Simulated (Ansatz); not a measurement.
Stepwise reaction of `FC[SiH](F)F` with hydrogen, as a gas-phase model of exchange steps in deposition or etching. ΔE in kJ/mol; ΔG adds harmonic PBE0-D4 terms to CCSD(T)/CBS, at 1 bar.

Calculated with Ansatz (gas phase, PBE0-D4/def2-TZVP geometries, no zero-point term in ΔE). CCSD(T)/CBS is the MP2 limit (def2-TZVPP, def2-QZVPP) plus CCSD(T) − MP2 in def2-TZVPP, frozen cores. This one scheme is used for every species. DFT in def2-TZVPP. B3LYP here is the variant with VWN-RPA as its local correlation; programs differ in this. Each species was taken in one conformer, which may not be the lowest.

```tsv
step	reaction	PBE-D4	B3LYP-D4	ωB97M-V	CCSD(T)/CBS	ΔG(500 K)
1	`FC[SiH](F)F` + H₂ → `FC[SiH2]F` + H–F	127.8	136.1	136.8	133.2	131.8
```

(1) Give the row of step 2, `FC[SiH2]F` + H₂ → `FC[SiH3]` + H–F. (Estimate.)

(2) By hand: ΔE of the 2 steps together at CCSD(T)/CBS.

## Answers

(1) The calculation gave: 
| step | reaction | PBE-D4 | B3LYP-D4 | ωB97M-V | CCSD(T)/CBS | ΔG(500 K) |
| --- | --- | --- | --- | --- | --- | --- |
| 2 | `FC[SiH2]F` + H₂ → `FC[SiH3]` + H–F | 104.2 | 113.6 | 113.5 | 110.0 | 108.5 |

(2) (133.2) + (110.0) = 243.2 kJ/mol, or 121.6 kJ/mol a step.

In ΔE each step is lower than the one before. All are uphill at CCSD(T)/CBS. ΔG lies between 108.5 and 131.8 kJ/mol a step. PBE-D4 differs from CCSD(T)/CBS by -5.8 to -5.4 kJ/mol a step. Isolated molecules leave out the surface, adducts and barriers. Largest T1 diagnostic: 0.012.
